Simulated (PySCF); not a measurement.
## Atomic charges against the basis set

Species: H₉NOSi₃.
Geometry (PBE0-D3(BJ)/def2-SVP, Å), atoms numbered from 1 in this order:
```
atom  x, y, z in Å
N1    -1.3366   -1.8573    0.1161
Si2   -0.4619   -0.5346   -0.6141
Si3   -1.2414    1.6447   -0.1522
Si4    1.7326   -0.5901    0.2031
O5     2.2007    1.0189    0.2055
H6    -1.3233   -1.9270    1.1288
H7    -2.2702   -2.0584   -0.2287
H8    -0.5000   -0.7364   -2.0978
H9    -2.7059    1.7589   -0.4583
H10   -1.0636    1.9589    1.3012
H11   -0.5141    2.6710   -0.9612
H12    2.6698   -1.4327   -0.6090
H13    1.7387   -1.1606    1.5941
H14    3.0668    1.2301    0.5655
```

PBE0 throughout (PySCF), one geometry, spherical d and f functions. The structure is a single PBE0-D3(BJ)/def2-SVP conformer in the gas phase; no vibrational or solvent corrections. Atoms taken as equivalent share a column and are averaged. The first 7 of 11 kinds of atom are listed.

Mulliken charges (e):

| basis | functions | N1 | Si2 | Si3 | Si4 | O5 | H6/H7 | H8 |
| --- | --- | --- | --- | --- | --- | --- | --- | --- |
| STO-3G | 46 | -0.575 | +0.424 | +0.326 | +0.509 | -0.441 | +0.164 | -0.121 |
| 6-31G | 75 | -0.989 | +0.420 | +0.249 | +0.684 | -0.810 | +0.330 | -0.092 |
| pcSseg-0 | 75 | -1.028 | +0.309 | +0.067 | +0.657 | -0.831 | +0.324 | +0.008 |
| 6-31G* | 100 | -0.915 | +0.295 | +0.103 | +0.516 | -0.745 | +0.351 | -0.055 |
| cc-pVDZ | 127 | -0.318 | +0.162 | +0.047 | +0.368 | -0.365 | +0.114 | -0.031 |
| def2-SVP | 127 | -0.411 | +0.168 | +0.139 | +0.454 | -0.422 | +0.141 | -0.049 |
| aug-cc-pVDZ | 208 | -0.304 | +0.234 | -1.061 | -0.001 | -0.698 | -0.067 | +0.343 |
| 6-311+G(2d,p) | 213 | -0.745 | +0.387 | +0.098 | +0.485 | -0.643 | +0.234 | -0.051 |
| def2-TZVP | 227 | -0.631 | +0.233 | -0.009 | +0.279 | -0.528 | +0.243 | -0.014 |
| cc-pVTZ | 288 | -0.355 | +0.160 | +0.007 | +0.298 | -0.363 | +0.144 | -0.032 |
| IGLO-III | 292 | -0.700 | +0.357 | +0.540 | +0.760 | -0.609 | +0.212 | -0.177 |
| pcSseg-2 | 327 | -0.533 | +0.279 | +0.348 | +0.598 | -0.542 | +0.160 | -0.073 |

IAO charges (e):

| basis | functions | N1 | Si2 | Si3 | Si4 | O5 | H6/H7 | H8 |
| --- | --- | --- | --- | --- | --- | --- | --- | --- |
| STO-3G | 46 | -0.676 | +0.432 | +0.358 | +0.617 | -0.585 | +0.191 | -0.111 |
| 6-31G | 75 | -0.793 | +0.404 | +0.119 | +0.573 | -0.748 | +0.264 | -0.065 |
| pcSseg-0 | 75 | -0.756 | +0.371 | +0.076 | +0.566 | -0.724 | +0.251 | -0.054 |
| 6-31G* | 100 | -0.817 | +0.468 | +0.215 | +0.683 | -0.774 | +0.261 | -0.100 |
| cc-pVDZ | 127 | -0.810 | +0.464 | +0.214 | +0.676 | -0.772 | +0.260 | -0.100 |
| def2-SVP | 127 | -0.802 | +0.463 | +0.228 | +0.687 | -0.768 | +0.255 | -0.103 |
| aug-cc-pVDZ | 208 | -0.843 | +0.468 | +0.217 | +0.681 | -0.796 | +0.270 | -0.098 |
| 6-311+G(2d,p) | 213 | -0.854 | +0.484 | +0.241 | +0.706 | -0.804 | +0.271 | -0.105 |
| def2-TZVP | 227 | -0.853 | +0.490 | +0.244 | +0.716 | -0.804 | +0.270 | -0.108 |
| cc-pVTZ | 288 | -0.846 | +0.482 | +0.232 | +0.704 | -0.799 | +0.269 | -0.105 |
| IGLO-III | 292 | -0.857 | +0.486 | +0.244 | +0.713 | -0.807 | +0.272 | -0.106 |
| pcSseg-2 | 327 | -0.854 | +0.486 | +0.242 | +0.713 | -0.805 | +0.271 | -0.107 |

Task: Which scheme is steadiest as the basis changes?

Result: Largest range over the bases for any column: IAO 0.28 e, Mulliken 1.60 e. IAO charges move least and Mulliken charges most, counted in e. Without the minimal STO-3G basis the ranges are IAO 0.17, Mulliken 1.60 e.

Task: How much do the charges still move between the two largest bases, IGLO-III and pcSseg-2?

Result: At most, over all atoms: Mulliken 0.192 e, IAO 0.003 e.

Task: What do the same runs give for the total energy, the frontier levels and the dipole moment?

Result: 
| basis | energy (Eh) | HOMO (eV) | LUMO (eV) | μ (D) |
| --- | --- | --- | --- | --- |
| STO-3G | -991.5444 | -3.35 | 5.82 | 0.85 |
| 6-31G | -1003.1976 | -6.53 | -0.29 | 1.61 |
| pcSseg-0 | -1002.0217 | -6.65 | -0.45 | 1.55 |
| 6-31G* | -1003.3322 | -6.60 | -0.38 | 1.48 |
| cc-pVDZ | -1003.3953 | -6.61 | -0.34 | 1.42 |
| def2-SVP | -1003.0238 | -6.67 | -0.35 | 1.42 |
| aug-cc-pVDZ | -1003.4205 | -6.82 | -0.85 | 1.24 |
| 6-311+G(2d,p) | -1003.4823 | -6.85 | -0.88 | 1.31 |
| def2-TZVP | -1003.4964 | -6.81 | -0.71 | 1.32 |
| cc-pVTZ | -1003.4976 | -6.78 | -0.61 | 1.31 |
| IGLO-III | -1003.5012 | -6.84 | -0.70 | 1.27 |
| pcSseg-2 | -1003.5176 | -6.86 | -0.81 | 1.31 |

The dipole is fixed by the density alone, so its range of 0.76 D shows that the density itself changes with the basis, not only its division among atoms.
